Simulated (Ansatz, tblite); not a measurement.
Cost and result up the ladder for (HCd-mu-Br)2 (Cd₂H₂Br₂) (6 atoms). The state is a singlet with charge 0. Geometry: r2SCAN-D4/def2-SVP.

Cartesian coordinates in Å:
```
Cd -0.649 1.028 1.449
H -1.210 1.951 2.721
Br 1.316 -0.741 1.116
Cd 0.650 -1.027 -1.449
H 1.237 -1.918 -2.733
Br -1.344 0.708 -1.105
```

Ansatz on 4 threads of Arm Neoverse V1 on a shared host; xTB runs through tblite on one thread. Times are rough, summed over both states, and most runs start from the orbitals of an earlier one. PBE0-D4/def2-TZVP serves as the yardstick here, not as an exact answer. The other state is a doublet.

In the def2 sets Cd takes a core potential; there is no spin–orbit coupling. The xTB rows come from tblite. HOMO above LUMO, or a gap near zero within one spin, warns that the state may not be the lowest or that an electron is smeared out.

Raw xTB energies of ions are shifted by several eV.

```tsv
level	functions	vertical IE (eV)	difference from PBE0-D4/def2-TZVP (eV)	remarks
r2SCAN-D4/def2-TZVP	188	9.61	-0.21	–
PBE0-D4/def2-TZVP	188	9.82	0.00	–
PBE-D4/def2-TZVP	188	9.41	-0.41	gap within one spin near zero (+1 doublet)
GFN2-xTB	28	14.12	4.30	–
GFN1-xTB	30	13.34	3.52	–
```

**Question.** Estimate how long each takes.

**Answer.** GFN1-xTB 0.008 s; GFN2-xTB 0.008 s; PBE-D4/def2-TZVP 16 s; PBE0-D4/def2-TZVP 19 s; r2SCAN-D4/def2-TZVP 25 s. On shared hardware such times vary by a factor of up to 3.
